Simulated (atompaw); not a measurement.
## Reading a pseudo-wave (carbon (C))

Columns: radius, all-electron u(r) and pseudo u(r) of the 2p shell (level -5.46 eV) of carbon in the configuration [He] 2s1.5 2p2.5; PBEsol, scalar-relativistic, PAW (atompaw) scheme, atompaw 4.2.0.5.

```tsv
r (bohr)	all-electron	pseudo
0.067	0.0234	0.0054
0.135	0.0785	0.0216
0.202	0.1474	0.0476
0.269	0.2211	0.0827
0.337	0.2951	0.1263
0.404	0.3637	0.1758
0.471	0.4264	0.2299
0.538	0.4823	0.2871
0.606	0.5321	0.3463
0.673	0.5745	0.4039
0.740	0.6105	0.4592
0.808	0.6405	0.5114
0.875	0.6641	0.5577
0.942	0.6822	0.5979
1.010	0.6955	0.6318
1.077	0.7041	0.6581
1.144	0.7088	0.6774
1.212	0.7100	0.6901
1.279	0.7081	0.6965
1.346	0.7037	0.6975
1.413	0.6969	0.6941
1.481	0.6881	0.6871
1.548	0.6779	0.6776
1.615	0.6662	0.6662
1.683	0.6533	0.6533
1.750	0.6397	0.6397
```

How many radial nodes do the two functions have?

The all-electron 2p function has n − l − 1 = 0; the pseudo-wave has 0.

Where does each function peak?

Outermost all-electron maximum near 1.21 bohr, pseudo maximum near 1.35 bohr (to the table’s step).

Is the pseudo-wave norm-conserving?

No, it belongs to a PAW set: the norm inside the radius is not constrained, and the difference is carried by the augmentation charge.
